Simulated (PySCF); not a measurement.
PySCF input (M06-2X/def2-TZVPD):

```python
from pyscf import gto, scf, dft

mol = gto.M(
    atom='''
    Si   -0.55102560   -0.03442817   -0.17919115
    O     1.02477456   -0.09113108    0.33481589
    H    -1.37105849   -0.10492237    1.05653314
    H    -0.82906552    1.23563103   -0.91632786
    H     1.71628591    0.08033442   -0.31005632
    ''',
    basis='def2-tzvpd',
    charge=0,
    spin=1,
    verbose=4,
)

mf = dft.UKS(mol, xc='m062x').density_fit(auxbasis='def2-universal-jkfit')
mf.grids.level = 4
mf.conv_tol = 1e-9
mf.max_cycle = 100
mf.max_memory = 1500
mf.kernel()
if not mf.converged:
    mf = mf.newton()
    mf.kernel(mf.make_rdm1())
for _ in range(2):
    mo, _, stable, _ = mf.stability(return_status=True)
    if stable:
        break
    mf.kernel(mf.make_rdm1(mo, mf.mo_occ))
mf.analyze()
```

Output:

```
PySCF version 2.14.0

[INPUT] verbose = 4
[INPUT] num. atoms = 5
[INPUT] num. electrons = 25
[INPUT] charge = 0
[INPUT] spin (= nelec alpha-beta = 2S) = 1
[INPUT] symmetry False subgroup None
[INPUT] Mole.unit = angstrom
[INPUT] Symbol           X                Y                Z      unit          X                Y                Z       unit  Magmom
[INPUT]  1 Si    -0.551025600000  -0.034428170000  -0.179191150000 AA   -1.041287471624  -0.065059812270  -0.338622197446 Bohr   0.0
[INPUT]  2 O      1.024774560000  -0.091131080000   0.334815890000 AA    1.936543257822  -0.172212782636   0.632710334253 Bohr   0.0
[INPUT]  3 H     -1.371058490000  -0.104922370000   1.056533140000 AA   -2.590925046860  -0.198274543640   1.996558276127 Bohr   0.0
[INPUT]  4 H     -0.829065520000   1.235631030000  -0.916327860000 AA   -1.566706772120   2.335004237714  -1.731608695709 Bohr   0.0
[INPUT]  5 H      1.716285910000   0.080334420000  -0.310056320000 AA    3.243310321350   0.151810052176  -0.585921527991 Bohr   0.0

nuclear repulsion = 57.2238956229946
number of shells = 44
number of NR pGTOs = 157
number of NR cGTOs = 110
basis = def2-tzvpd
ecp = {}

******** <class 'pyscf.df.df_jk.DFUKS'> ********
method = DFUKS
initial guess = minao
damping factor = 0
level_shift factor = 0
DIIS = <class 'pyscf.scf.diis.CDIIS'>
diis_start_cycle = 1
diis_space = 8
diis_damp = 0
SCF conv_tol = 1e-09
SCF conv_tol_grad = None
SCF max_cycles = 100
direct_scf = False
number electrons alpha = 13  beta = 12
XC library pyscf.dft.libxc version 7.1.2
    S. Lehtola, C. Steigemann, M. J. T. Oliveira, and M. A. L. Marques,  SoftwareX 7, 1–5 (2018)
XC functionals = m062x
    Y. Zhao and D. G. Truhlar,  Theor. Chem. Acc. 120, 215 (2008)
    Y. Zhao and D. G. Truhlar,  Theor. Chem. Acc. 120, 215 (2008)
radial grids:
    Treutler-Ahlrichs [JCP 102, 346 (1995); DOI:10.1063/1.469408] (M4) radial grids

becke partition: Becke, JCP 88, 2547 (1988); DOI:10.1063/1.454033
pruning grids: <function nwchem_prune>
grids dens level: 4
symmetrized grids: False
atomic radii adjust function: <function treutler_atomic_radii_adjust>
small_rho_cutoff = 0
Set gradient conv threshold to 3.16228e-05
tot grids = 104304
******** <class 'pyscf.df.df.DF'> ********
auxbasis = def2-universal-jkfit
init E= -366.436237750742
  alpha nocc = 13  HOMO = -0.15586237823431  LUMO = -0.0267188219018593
  beta  nocc = 12  HOMO = -0.369616428114419  LUMO = -0.155862378234325

WARN: HOMO -0.15586237823431 >= LUMO -0.155862378234325
[...]
  beta  nocc = 12  HOMO = -0.386572352028031  LUMO = -0.0817070255083507
  HOMO = -0.251905499019  LUMO = -0.0817070255084  gap/eV = 4.63134
Extra cycle  E= -366.49260277847  delta_E= -4.37e-11  |g|= 2.83e-06  |ddm|= 1e-05
converged SCF energy = -366.49260277847  <S^2> = 0.75260651  2S+1 = 2.0026048
uhf_internal: lowest eigs of H = [0.28985108 0.37101604 0.38433923]
<class 'pyscf.df.df_jk.DFUKS'> wavefunction is stable in the internal stability analysis
**** SCF Summaries ****
Total Energy =                        -366.492602778469802
Nuclear Repulsion Energy =              57.223895622994583
One-electron Energy =                 -620.357469216515369
Two-electron Energy =                  196.640970815050991
Two-electron Coulomb Energy =          227.234387491554372
DFT Exchange-Correlation Energy =      -30.593416676503367
HOMO-LUMO gap [eV] =                     4.631336362705558
**** MO energy ****
                             alpha | beta                alpha | beta
MO #1   energy= -67.0326679899239  | -67.0274732339973  occ= 1 | 1
MO #2   energy= -19.6383630753451  | -19.6362792910761  occ= 1 | 1
MO #3   energy= -5.5683345867788   | -5.56479250197931  occ= 1 | 1
MO #4   energy= -3.88341441546297  | -3.8760607349104   occ= 1 | 1
MO #5   energy= -3.87780993817472  | -3.87495902265586  occ= 1 | 1
MO #6   energy= -3.87684380594856  | -3.87090732534049  occ= 1 | 1
MO #7   energy= -1.13520178250945  | -1.1283808216378   occ= 1 | 1
MO #8   energy= -0.649246944916513 | -0.637230836503093 occ= 1 | 1
MO #9   energy= -0.539922189581496 | -0.522600770131817 occ= 1 | 1
MO #10  energy= -0.467335589673628 | -0.455656834523754 occ= 1 | 1
MO #11  energy= -0.449148191859118 | -0.430023722708159 occ= 1 | 1
MO #12  energy= -0.395496358685925 | -0.386572352028031 occ= 1 | 1
MO #13  energy= -0.251905499018726 | -0.0817070255083507 occ= 1 | 0
MO #14  energy= 0.00269673805381931 | 0.00108342171229106 occ= 0 | 0
MO #15  energy= 0.0320505091151583 | 0.0267502034026936 occ= 0 | 0
MO #16  energy= 0.0589487215819459 | 0.046692111867237  occ= 0 | 0
MO #17  energy= 0.0640821792361774 | 0.0549248002873996 occ= 0 | 0
MO #18  energy= 0.0762895737760771 | 0.0640990613791014 occ= 0 | 0
MO #19  energy= 0.0782515606833904 | 0.0751412029189852 occ= 0 | 0
MO #20  energy= 0.0935971275520114 | 0.0802773643273513 occ= 0 | 0
MO #21  energy= 0.113029611065351  | 0.0984801627638482 occ= 0 | 0
MO #22  energy= 0.130175225029592  | 0.108195581552598  occ= 0 | 0
MO #23  energy= 0.146814410851375  | 0.141955121985863  occ= 0 | 0
MO #24  energy= 0.159105090503895  | 0.15517348529509   occ= 0 | 0
MO #25  energy= 0.169061262881656  | 0.170849846665771  occ= 0 | 0
MO #26  energy= 0.193981599941279  | 0.178909867468676  occ= 0 | 0
MO #27  energy= 0.204675536679108  | 0.18721605713849   occ= 0 | 0
MO #28  energy= 0.210224562551827  | 0.201083815399134  occ= 0 | 0
MO #29  energy= 0.239194508272132  | 0.226845980983197  occ= 0 | 0
MO #30  energy= 0.248024504606931  | 0.239308890277618  occ= 0 | 0
MO #31  energy= 0.265540671030553  | 0.259801707907167  occ= 0 | 0
MO #32  energy= 0.275592989319725  | 0.264421995286423  occ= 0 | 0
MO #33  energy= 0.283426095117844  | 0.271779007336823  occ= 0 | 0
MO #34  energy= 0.305518973618871  | 0.295838816095419  occ= 0 | 0
MO #35  energy= 0.325966896508002  | 0.310279904333753  occ= 0 | 0
MO #36  energy= 0.331792912548134  | 0.323179883184722  occ= 0 | 0
MO #37  energy= 0.358100538784283  | 0.339654142753684  occ= 0 | 0
MO #38  energy= 0.371863541358279  | 0.364461984713409  occ= 0 | 0
MO #39  energy= 0.385673635749435  | 0.375824400618609  occ= 0 | 0
MO #40  energy= 0.420018602074835  | 0.410040325247206  occ= 0 | 0
MO #41  energy= 0.424849422765931  | 0.422125122677999  occ= 0 | 0
MO #42  energy= 0.468779919483517  | 0.467059542633153  occ= 0 | 0
MO #43  energy= 0.47195748347107   | 0.471019281381966  occ= 0 | 0
MO #44  energy= 0.498975415653417  | 0.490794819109873  occ= 0 | 0
MO #45  energy= 0.519607645919909  | 0.51026945357886   occ= 0 | 0
MO #46  energy= 0.528651364910507  | 0.527053548097134  occ= 0 | 0
MO #47  energy= 0.574096011521666  | 0.5584667586276    occ= 0 | 0
MO #48  energy= 0.595389073642947  | 0.590807729202306  occ= 0 | 0
MO #49  energy= 0.620838308970444  | 0.618546936892118  occ= 0 | 0
MO #50  energy= 0.648269924392923  | 0.634609105923327  occ= 0 | 0
MO #51  energy= 0.675177061236276  | 0.664004185848133  occ= 0 | 0
MO #52  energy= 0.720605521388237  | 0.707646213817135  occ= 0 | 0
MO #53  energy= 0.776091575084968  | 0.772193555691677  occ= 0 | 0
MO #54  energy= 0.805497221689693  | 0.796946976908347  occ= 0 | 0
MO #55  energy= 0.865614896391385  | 0.863972449303098  occ= 0 | 0
MO #56  energy= 0.940670398521767  | 0.937251929207413  occ= 0 | 0
MO #57  energy= 1.03863107942648   | 1.03807952904967   occ= 0 | 0
MO #58  energy= 1.04984224546286   | 1.04500801585508   occ= 0 | 0
MO #59  energy= 1.08299751769098   | 1.07968161266114   occ= 0 | 0
MO #60  energy= 1.09778184229048   | 1.08954507216783   occ= 0 | 0
MO #61  energy= 1.1137943384898    | 1.11454820733796   occ= 0 | 0
MO #62  energy= 1.13299501956292   | 1.12735475842278   occ= 0 | 0
MO #63  energy= 1.13825711229233   | 1.13799213924241   occ= 0 | 0
MO #64  energy= 1.16334874431817   | 1.16479464818659   occ= 0 | 0
MO #65  energy= 1.20466784939394   | 1.20858190838665   occ= 0 | 0
MO #66  energy= 1.23917817100078   | 1.24431501291318   occ= 0 | 0
MO #67  energy= 1.27085041411655   | 1.25772711273975   occ= 0 | 0
MO #68  energy= 1.39371051189873   | 1.40034983712654   occ= 0 | 0
MO #69  energy= 1.41964237648843   | 1.42103808547344   occ= 0 | 0
MO #70  energy= 1.46409211046133   | 1.47642262612906   occ= 0 | 0
MO #71  energy= 1.54424734044393   | 1.55489389506801   occ= 0 | 0
MO #72  energy= 1.6356719847918    | 1.63640561843074   occ= 0 | 0
MO #73  energy= 1.66350163608843   | 1.66554152690534   occ= 0 | 0
MO #74  energy= 1.74165406329698   | 1.74309012310842   occ= 0 | 0
MO #75  energy= 1.83190463865199   | 1.8338008707017    occ= 0 | 0
MO #76  energy= 1.87107237955563   | 1.87959078460007   occ= 0 | 0
MO #77  energy= 1.97615889101261   | 1.97779135017894   occ= 0 | 0
MO #78  energy= 1.99821703253166   | 2.00236396409235   occ= 0 | 0
MO #79  energy= 2.02607631982212   | 2.02973153607108   occ= 0 | 0
MO #80  energy= 2.05230308126715   | 2.05616009056836   occ= 0 | 0
MO #81  energy= 2.16704722057481   | 2.16839312643149   occ= 0 | 0
MO #82  energy= 2.25882862777178   | 2.26114387438831   occ= 0 | 0
MO #83  energy= 2.39837389258462   | 2.40824652472391   occ= 0 | 0
MO #84  energy= 2.44778645196185   | 2.46837127745872   occ= 0 | 0
MO #85  energy= 2.47292623511325   | 2.47860820401335   occ= 0 | 0
MO #86  energy= 2.65012488217808   | 2.65230458597226   occ= 0 | 0
MO #87  energy= 2.83394411924491   | 2.84575726056801   occ= 0 | 0
MO #88  energy= 2.87572543688059   | 2.88420201826506   occ= 0 | 0
MO #89  energy= 2.90238294044774   | 2.90726085610536   occ= 0 | 0
MO #90  energy= 2.97513577023717   | 2.98557619179793   occ= 0 | 0
MO #91  energy= 3.06704736742149   | 3.06869810967196   occ= 0 | 0
MO #92  energy= 3.53923885035475   | 3.54296395419275   occ= 0 | 0
MO #93  energy= 3.91195144140143   | 3.91246373461755   occ= 0 | 0
MO #94  energy= 5.16287100050065   | 5.16289400131192   occ= 0 | 0
MO #95  energy= 5.19297997854158   | 5.19316930927908   occ= 0 | 0
MO #96  energy= 5.24745841894874   | 5.2474208737913    occ= 0 | 0
MO #97  energy= 5.26842287189847   | 5.26553163036548   occ= 0 | 0
MO #98  energy= 5.43346936450338   | 5.43450180508906   occ= 0 | 0
MO #99  energy= 5.47192776824264   | 5.47027118249246   occ= 0 | 0
MO #100 energy= 6.20353173270631   | 6.20790925454358   occ= 0 | 0
MO #101 energy= 6.2372891242557    | 6.26583361048731   occ= 0 | 0
MO #102 energy= 6.37050998072732   | 6.39216589684588   occ= 0 | 0
MO #103 energy= 6.44551457580415   | 6.45011266437044   occ= 0 | 0
MO #104 energy= 6.50044800145706   | 6.50716488608687   occ= 0 | 0
[...]
```

It need not be the lowest isomer of its formula.
